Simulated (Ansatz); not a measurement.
Ansatz (a first-principles code) job for C₃H₁₂OSi₂, SMILES CCCO[SiH2][SiH3], PBE0/def2-SVPD. Geometry optimised at PBE-D3(BJ)/def2-SVP. The values are those of a single conformer.

Ansatz 0.2 input:
```yaml
crystal:
  periodic: [false, false, false]
  atoms:
    - {symbol: C, position_ang: [-3.05897422, -0.02091631, -0.71950608]}
    - {symbol: C, position_ang: [-2.69421755, 0.10506921, 0.75929603]}
    - {symbol: C, position_ang: [-1.37704561, -0.57514321, 1.11384834]}
    - {symbol: O, position_ang: [-0.31617003, 0.03435673, 0.38128940]}
    - {symbol: Si, position_ang: [1.25810988, -0.56993002, 0.38627991]}
    - {symbol: Si, position_ang: [2.46617632, 0.81064980, -1.07802120]}
    - {symbol: H, position_ang: [-2.25348487, 0.40138615, -1.35223151]}
    - {symbol: H, position_ang: [-3.99936395, 0.51579960, -0.95525479]}
    - {symbol: H, position_ang: [-3.19383315, -1.08350756, -1.01231390]}
    - {symbol: H, position_ang: [-3.48928385, -0.33440593, 1.40021145]}
    - {symbol: H, position_ang: [-2.61701066, 1.17673936, 1.04394422]}
    - {symbol: H, position_ang: [-1.18462228, -0.49234907, 2.21010447]}
    - {symbol: H, position_ang: [-1.43641403, -1.66564734, 0.87302546]}
    - {symbol: H, position_ang: [1.84830563, -0.53975514, 1.77845304]}
    - {symbol: H, position_ang: [1.27826574, -2.01156202, -0.07123031]}
    - {symbol: H, position_ang: [2.45172927, 2.23475423, -0.59202124]}
    - {symbol: H, position_ang: [3.89600980, 0.34081833, -1.15136812]}
    - {symbol: H, position_ang: [1.87048003, 0.75874075, -2.45908576]}
basis:
  gaussian:
    orbitals: def2-SVPD
hamiltonian:
  xc: {name: PBE0}
```

Output:

```
WARN ansatz: RAYON_NUM_THREADS=2 ignored (pool sized by the plan → 2); use --threads N
Functional definition: PBE0
integrals: 0.21 GiB planned
1950 factors; their error is unknown
mean field: 1.76 GiB planned
mean field evaluation 1: about -21080.7566 eV, gradient 5.8e1 eV
mean field evaluation 2: about -21070.3447 eV, gradient 9.2e1 eV
mean field evaluation 4: about -21088.1786 eV, gradient 4.6e0 eV
mean field evaluation 8: about -21088.2206 eV, gradient 5.3e-2 eV
mean field evaluation 16: about -21088.3220 eV, gradient 3.6e-5 eV
mean field -21088.32204415 eV, -774.9815409446 hartree, gradient 3.6e-5 eV, S^2 0.000000; 0 other end points of the search recorded, 0 dependent functions left out
reference -21088.32209231 eV, -774.9815427142 hartree; 33, 33 occupied and 194, 194 virtual orbitals, 1950 factors
Total energy: -21088.32209231 eV, -774.9815427142 hartree
```

The run converged.

Cost: about 11 core-seconds (a rough figure).
